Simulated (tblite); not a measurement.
Species: C4H6F4O.
SMILES with atom numbers: `[OH:1][CH2:2][C@H:3]([F:4])[CH2:5][C:6]([F:7])([F:8])[F:9]` (hydrogens: H10 on O1; H11, H12 on C2; H13 on C3; H14, H15 on C5)

Computed with GFN2-xTB (tblite), gas phase: Langevin dynamics at 400 K from the optimised GFN2-xTB geometry, time step 0.5 fs, friction 0.01 fs⁻¹, 2000 steps. The instantaneous temperature is 2·E(kin)/(3Nk) with all 3N coordinates.

| t (fs) | T (K) | E(pot) above start (eV) | O1–C2 (Å) | C2–C3 (Å) | C3–F4 (Å) | C3–C5 (Å) | C5–C6 (Å) | O1–H10 (Å) | O1–C2–C3–F4 (°) |
| --- | --- | --- | --- | --- | --- | --- | --- | --- | --- |
| 0 | 319 | 0.000 | 1.400 | 1.536 | 1.384 | 1.531 | 1.513 | 0.966 | 65 |
| 25 | 209 | 0.299 | 1.396 | 1.578 | 1.411 | 1.576 | 1.548 | 0.982 | 67 |
| 50 | 261 | 0.448 | 1.389 | 1.489 | 1.328 | 1.559 | 1.525 | 0.969 | 66 |
| 75 | 252 | 0.415 | 1.390 | 1.555 | 1.380 | 1.501 | 1.568 | 0.971 | 56 |
| 100 | 237 | 0.446 | 1.363 | 1.587 | 1.422 | 1.518 | 1.568 | 1.022 | 61 |
| 125 | 248 | 0.521 | 1.373 | 1.517 | 1.379 | 1.536 | 1.513 | 0.924 | 70 |
| 150 | 288 | 0.548 | 1.416 | 1.543 | 1.391 | 1.524 | 1.534 | 0.975 | 61 |
| 175 | 287 | 0.585 | 1.459 | 1.518 | 1.449 | 1.519 | 1.455 | 0.996 | 56 |
| 200 | 388 | 0.537 | 1.436 | 1.566 | 1.374 | 1.558 | 1.477 | 0.922 | 64 |
| 225 | 369 | 0.668 | 1.367 | 1.514 | 1.353 | 1.558 | 1.524 | 0.992 | 70 |
| 250 | 370 | 0.572 | 1.342 | 1.545 | 1.480 | 1.560 | 1.485 | 0.987 | 74 |
| 275 | 329 | 0.569 | 1.382 | 1.579 | 1.328 | 1.544 | 1.541 | 0.958 | 80 |
| 300 | 473 | 0.415 | 1.370 | 1.519 | 1.324 | 1.518 | 1.511 | 0.963 | 77 |
| 325 | 404 | 0.649 | 1.409 | 1.503 | 1.446 | 1.498 | 1.491 | 0.986 | 74 |
| 350 | 357 | 0.818 | 1.475 | 1.566 | 1.372 | 1.657 | 1.548 | 0.956 | 76 |
| 375 | 417 | 0.625 | 1.406 | 1.504 | 1.329 | 1.606 | 1.548 | 0.955 | 73 |
| 400 | 369 | 0.754 | 1.361 | 1.534 | 1.478 | 1.497 | 1.512 | 0.998 | 70 |
| 425 | 390 | 0.616 | 1.371 | 1.624 | 1.361 | 1.457 | 1.541 | 0.970 | 72 |
| 450 | 421 | 0.667 | 1.404 | 1.643 | 1.367 | 1.528 | 1.521 | 0.958 | 74 |
| 475 | 378 | 0.596 | 1.421 | 1.535 | 1.412 | 1.520 | 1.523 | 0.958 | 66 |
| 500 | 431 | 0.629 | 1.408 | 1.489 | 1.388 | 1.559 | 1.513 | 0.962 | 65 |
| 525 | 319 | 0.603 | 1.403 | 1.578 | 1.354 | 1.545 | 1.494 | 0.983 | 83 |
| 550 | 347 | 0.600 | 1.400 | 1.560 | 1.359 | 1.559 | 1.505 | 0.954 | 94 |
| 575 | 316 | 0.582 | 1.385 | 1.538 | 1.401 | 1.507 | 1.569 | 0.969 | 100 |
| 600 | 352 | 0.634 | 1.381 | 1.583 | 1.411 | 1.524 | 1.536 | 0.949 | 105 |
| 625 | 434 | 0.802 | 1.367 | 1.611 | 1.356 | 1.530 | 1.559 | 0.965 | 101 |
| 650 | 519 | 0.558 | 1.421 | 1.550 | 1.363 | 1.606 | 1.580 | 0.970 | 77 |
| 675 | 442 | 0.834 | 1.484 | 1.520 | 1.361 | 1.602 | 1.483 | 0.973 | 64 |
| 700 | 557 | 0.726 | 1.471 | 1.475 | 1.317 | 1.590 | 1.522 | 0.951 | 65 |
| 725 | 635 | 0.584 | 1.383 | 1.539 | 1.404 | 1.578 | 1.557 | 1.005 | 67 |
| 750 | 616 | 0.714 | 1.356 | 1.564 | 1.433 | 1.491 | 1.453 | 0.939 | 70 |
| 775 | 556 | 0.846 | 1.404 | 1.530 | 1.395 | 1.511 | 1.536 | 0.959 | 74 |
| 800 | 345 | 1.097 | 1.448 | 1.580 | 1.355 | 1.600 | 1.430 | 1.008 | 69 |
| 825 | 618 | 0.683 | 1.382 | 1.528 | 1.401 | 1.560 | 1.478 | 0.943 | 67 |
| 850 | 438 | 0.975 | 1.337 | 1.538 | 1.413 | 1.519 | 1.569 | 0.939 | 71 |
| 875 | 420 | 0.816 | 1.398 | 1.553 | 1.409 | 1.519 | 1.489 | 1.024 | 79 |
| 900 | 620 | 0.604 | 1.415 | 1.578 | 1.358 | 1.560 | 1.484 | 0.931 | 63 |
| 925 | 444 | 0.680 | 1.394 | 1.576 | 1.392 | 1.526 | 1.536 | 0.986 | 61 |
| 950 | 362 | 0.721 | 1.371 | 1.595 | 1.424 | 1.543 | 1.462 | 0.985 | 78 |
| 975 | 563 | 0.492 | 1.378 | 1.529 | 1.376 | 1.532 | 1.525 | 0.956 | 71 |
| 1000 | 395 | 0.646 | 1.415 | 1.569 | 1.455 | 1.526 | 1.507 | 0.975 | 61 |

Task: From 500 fs on, how do temperature and potential energy compare with equipartition?

Result: The mean temperature of these 21 frames is 463 K against the target 400 K, and the mean potential energy 0.71 eV against 39 × kT/2 = 0.67 eV for 39 classical harmonic modes. For 15 atoms in a canonical ensemble the temperature itself scatters by T·√(2/(3N)) = 84 K; here its standard deviation is 106 K. The whole run lasts only 10 friction times of 100 fs, so these averages carry a wide statistical error.

Task: What are the kinetic and total energies of the listed frame with the highest potential energy?

Result: The one at 800 fs, 1.097 eV above the start. Its kinetic energy is 3NkT/2 = 0.669 eV at 345 K, so the sum is 1.77 eV; over the listed frames the sum runs from 0.62 to 1.92 eV, since the thermostat adds and removes energy.

Task: How much do the listed bonds fluctuate from 500 fs on?

Result: 
```
  bond  at the start (Å)  mean (Å)  standard deviation (Å)
 O1–C2             1.400     1.400                   0.035
 C2–C3             1.536     1.552                   0.033
 C3–F4             1.384     1.387                   0.032
 C3–C5             1.531     1.547                   0.033
 C5–C6             1.513     1.514                   0.040
O1–H10             0.966     0.968                   0.024
```

The motion is classical and holds no zero-point motion.

The cost below is that of the whole dynamics run. Hardware: an Arm Neoverse V1 with one thread, no GPU, shared host with 32 logical CPUs at a one-minute load of 5.2. Cost: 11 s wall, 0.18 GiB resident at most.
